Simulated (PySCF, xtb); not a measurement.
W(S)2(Cl)(NH2) (ClH2NS2W), SMILES [NH2][W](=[S])(=[S])[Cl], multiplicity 1.

GFN2-xTB run with xtb 6.7.1 at its own geometry gives an orbital gap of 1.79 eV and a dipole moment of 6.00 D.

The structure is a stationary point at PBE-D3(BJ)/def2-SVP. The spin state was assumed, not searched. The structure was generated by enumeration; whether it is a known compound was not checked. The def2 effective core potentials stand for the cores of W; spin–orbit coupling is left out. One conformer was computed; it need not be the lowest.

**Question.** What does HF/def2-TZVP (PySCF) give? (Estimate from the structure and the level; the computed values follow.)

**Answer.** gap 9.85 eV (levels -9.75 and 0.10 eV), dipole 3.77 D.
